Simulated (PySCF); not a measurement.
A series of substituents X on one scaffold: SiH2(OH)-X. Gas-phase values, no solvent. One relaxed conformer stands for each flexible species; it need not be the lowest. Strings in code marks are SMILES.

All values below come from B3LYP-D3(BJ)/def2-TZVP // PBE0-D4/def2-TZVP (PySCF). B3LYP has the VWN-RPA correlation part, as in Gaussian. Delta-SCF ions had no search for a lower state. Excitations are Tamm–Dancoff values on a coarser integration grid. The basis has no diffuse functions, so Rydberg states are missing or too high.

| species | T1 excitation (TDA) (eV) | vertical ionisation energy (Delta-SCF) (eV) | S1 excitation (TDA) (eV) | HOMO (eV) |
|---|---|---|---|---|
| X = borono (`O[SiH2]B(O)O`) | 5.40 | 10.24 | 6.52 | -7.86 |
| X = hydroxymethyl | 5.79 | 9.81 | 6.20 | -7.32 |
| X = selanyl (`O[SiH2][SeH]` (H–O–Si–Se torsion 47°, O–Si–Se–H torsion -98°)) | 4.94 | 9.57 | 5.41 | -7.02 |
| X = cyanomethyl (`N#CC[SiH2]O`) | 6.28 | 10.83 | 7.19 | -8.57 |
